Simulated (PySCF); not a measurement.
Species: BH3O3.
Atom-mapped SMILES: `[OH:1][B:2]([OH:3])[OH:4]` (hydrogens: H5 on O1; H6 on O3; H7 on O4)

All values: wB97X-D/pcSseg-2 (PySCF, non-relativistic), on one gas-phase PBE0-D3(BJ)/def2-TZVP geometry that isn't relaxed in the solvent. The solvent is an IEF-PCM continuum (cavity from Bondi-type radii × 1.2). The model holds no explicit solvent molecules, cavitation or dispersion.

Gas phase at wB97X-D/pcSseg-2: HOMO -11.19 eV, LUMO 1.62 eV, dipole 3.06 D.

Task: What does the continuum do to the energy, the frontier levels and the dipole at wB97X-D/pcSseg-2 in chloroform?

Result: 
| solvent | ε | E(solvent) − E(gas) (kcal/mol) | polarisation term (kcal/mol) | distortion of the solute (kcal/mol) | HOMO (eV) | LUMO (eV) | dipole (D) |
| --- | --- | --- | --- | --- | --- | --- | --- |
| chloroform | 4.711 | -8.11 | -8.96 | 0.85 | -11.24 | 2.13 | 3.57 |

Polarisation term: ½ Σ q·V over the induced surface charges. Distortion: the rise of the solute's own energy as its density leaves the gas-phase optimum.

Task: Which radius a makes the point-dipole formula ΔE = −[(ε − 1)/(2ε + 1)]·μ²/a³ give the value in chloroform, with the gas-phase dipole?

Result: μ = 1.204 au and |ΔE| = 0.01292 Eh give a = 1.81 Å; the farthest nucleus lies 2.06 Å from the centroid of the nuclei, so such a sphere wouldn't even hold the nuclei. The formula assumes a rigid point dipole at the centre of a sphere.

The run took 21 s of wall time on one thread of an Arm Neoverse N1, no GPU, on a shared host, and the process peaked at 0.77 GiB of memory. This is the whole shielding run at wB97X-D/pcSseg-2 in chloroform, SCF included.

Shape of the structure used: `[OH:1][B:2]([OH:3])[OH:4]`: H–O1–B2–O3 1°, H–O3–B2–O1 0°, H–O4–B2–O1 0°.

The pairwise dispersion term of wB97X-D wasn't added to the energies; at a given geometry it leaves orbitals and properties as they are.
